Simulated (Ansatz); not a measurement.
Consider the silylene loss: `BOCO[SiH3]` → `BOCO` + `[SiH2]`.

Gas-phase electronic energies from Ansatz, PBE0-D4/def2-TZVP geometries. CCSD(T)/CBS is the MP2 limit (def2-TZVPP, def2-QZVPP) plus CCSD(T) − MP2 in def2-TZVPP, frozen cores. This one scheme is used for every species. DFT in def2-TZVPP. B3LYP here is the variant with VWN-RPA as its local correlation; programs differ in this. HSE06 is defined as in plane-wave codes. One conformer a species, not always the lowest.

`BOCO[SiH3]`:

Cartesian coordinates in Å:
```
B -1.681 -1.525 0.112
O -1.105 -0.328 -0.099
C -0.315 0.300 0.889
O 1.021 0.259 0.539
Si 1.618 0.911 -0.863
H -1.564 -2.066 1.178
H -2.303 -1.994 -0.795
H -0.671 1.334 0.964
H -0.433 -0.216 1.847
H 0.976 2.231 -1.108
H 1.382 0.026 -2.029
H 3.073 1.068 -0.636
```

`BOCO`:

```xyz
9

B     1.363    0.714    0.335
O     0.641   -0.189   -0.350
C    -0.774   -0.147   -0.365
O    -1.308   -1.125    0.451
H     0.811    1.614    0.909
H     2.551    0.579    0.327
H    -1.072   -0.273   -1.412
H    -1.125    0.814    0.020
H    -1.088   -1.987    0.086
```

`[SiH2]`:

```xyz
3

Si    0.188    0.366    0.581
H    -0.147    0.746   -0.858
H    -0.041   -1.111    0.277
```

```json
{"level": "LDA (SPW92)", "ΔE (kJ/mol)": "336.4", "difference from CCSD(T)/CBS": "17.9"}
{"level": "PBE-D4", "ΔE (kJ/mol)": "309.2", "difference from CCSD(T)/CBS": "-9.3"}
{"level": "revPBE-D4", "ΔE (kJ/mol)": "304.8", "difference from CCSD(T)/CBS": "-13.7"}
{"level": "r2SCAN-D4", "ΔE (kJ/mol)": "336.1", "difference from CCSD(T)/CBS": "17.6"}
{"level": "B97M-V", "ΔE (kJ/mol)": "313.5", "difference from CCSD(T)/CBS": "-5.0"}
{"level": "PBE0-D4", "ΔE (kJ/mol)": "320.8", "difference from CCSD(T)/CBS": "2.3"}
{"level": "B3LYP-D4", "ΔE (kJ/mol)": "315.6", "difference from CCSD(T)/CBS": "-2.9"}
{"level": "r2SCANh-D4", "ΔE (kJ/mol)": "337.0", "difference from CCSD(T)/CBS": "18.5"}
{"level": "r2SCAN0-D4", "ΔE (kJ/mol)": "338.5", "difference from CCSD(T)/CBS": "20.0"}
{"level": "HSE06-D4", "ΔE (kJ/mol)": "320.2", "difference from CCSD(T)/CBS": "1.7"}
{"level": "CAM-B3LYP-D4", "ΔE (kJ/mol)": "326.1", "difference from CCSD(T)/CBS": "7.6"}
{"level": "ωB97X-V", "ΔE (kJ/mol)": "327.9", "difference from CCSD(T)/CBS": "9.4"}
{"level": "ωB97M-V", "ΔE (kJ/mol)": "313.1", "difference from CCSD(T)/CBS": "-5.4"}
{"level": "B2PLYP", "ΔE (kJ/mol)": "316.1", "difference from CCSD(T)/CBS": "-2.4"}
{"level": "PBE-QIDH", "ΔE (kJ/mol)": "331.6", "difference from CCSD(T)/CBS": "13.1"}
{"level": "PBE", "ΔE (kJ/mol)": "301.1", "difference from CCSD(T)/CBS": "-17.4"}
{"level": "revPBE", "ΔE (kJ/mol)": "284.5", "difference from CCSD(T)/CBS": "-34.0"}
{"level": "BLYP", "ΔE (kJ/mol)": "286.8", "difference from CCSD(T)/CBS": "-31.7"}
{"level": "r2SCAN", "ΔE (kJ/mol)": "333.8", "difference from CCSD(T)/CBS": "15.3"}
{"level": "PBE0", "ΔE (kJ/mol)": "313.6", "difference from CCSD(T)/CBS": "-4.9"}
{"level": "B3LYP", "ΔE (kJ/mol)": "302.7", "difference from CCSD(T)/CBS": "-15.8"}
{"level": "r2SCANh", "ΔE (kJ/mol)": "334.5", "difference from CCSD(T)/CBS": "16.0"}
{"level": "r2SCAN0", "ΔE (kJ/mol)": "335.8", "difference from CCSD(T)/CBS": "17.3"}
{"level": "HSE06", "ΔE (kJ/mol)": "313.5", "difference from CCSD(T)/CBS": "-5.0"}
{"level": "BHLYP", "ΔE (kJ/mol)": "319.9", "difference from CCSD(T)/CBS": "1.4"}
{"level": "CAM-B3LYP", "ΔE (kJ/mol)": "318.7", "difference from CCSD(T)/CBS": "0.2"}
{"level": "LC-ωPBE", "ΔE (kJ/mol)": "329.7", "difference from CCSD(T)/CBS": "11.2"}
{"level": "RPA@PBE/def2-TZVPP", "ΔE (kJ/mol)": "295.0", "difference from CCSD(T)/CBS": "-23.5"}
{"level": "HF/def2-SVP", "ΔE (kJ/mol)": "299.1", "difference from CCSD(T)/CBS": "-19.4"}
{"level": "CCSD/def2-SVP", "ΔE (kJ/mol)": "294.1", "difference from CCSD(T)/CBS": "-24.4"}
{"level": "CCSD(T)/def2-SVP", "ΔE (kJ/mol)": "296.6", "difference from CCSD(T)/CBS": "-21.9"}
{"level": "HF/def2-TZVPP", "ΔE (kJ/mol)": "313.3", "difference from CCSD(T)/CBS": "-5.2"}
{"level": "SCS-MP2/def2-TZVPP", "ΔE (kJ/mol)": "324.9", "difference from CCSD(T)/CBS": "6.4"}
{"level": "CCSD/def2-TZVPP", "ΔE (kJ/mol)": "309.1", "difference from CCSD(T)/CBS": "-9.4"}
{"level": "CCSD(T)/def2-TZVPP", "ΔE (kJ/mol)": "311.7", "difference from CCSD(T)/CBS": "-6.8"}
{"level": "HF/def2-QZVPP", "ΔE (kJ/mol)": "315.5", "difference from CCSD(T)/CBS": "-3.0"}
{"level": "MP2/def2-QZVPP", "ΔE (kJ/mol)": "338.3", "difference from CCSD(T)/CBS": "19.8"}
{"level": "SCS-MP2/def2-QZVPP", "ΔE (kJ/mol)": "329.5", "difference from CCSD(T)/CBS": "11.0"}
{"level": "MP2/CBS(def2)", "ΔE (kJ/mol)": "340.5", "difference from CCSD(T)/CBS": "22.0"}
{"level": "CCSD/CBS(def2)", "ΔE (kJ/mol)": "315.8", "difference from CCSD(T)/CBS": "-2.7"}
{"level": "CCSD(T)/CBS", "ΔE (kJ/mol)": "318.5", "difference from CCSD(T)/CBS": "0"}
```

Largest T1 diagnostic among the species: 0.014.

From BLYP to BHLYP (50 % exact exchange), in def2-TZVPP and without D4, ΔE moves by +33.0 kJ/mol. Leaving LDA and LC-ωPBE aside and taking each functional with its dispersion term where it has one, the values, not all of them listed here, spread over 34.8 kJ/mol, from BLYP-D4 to r2SCAN0-D4. LDA lies +35.3 kJ/mol from PBE without D4.
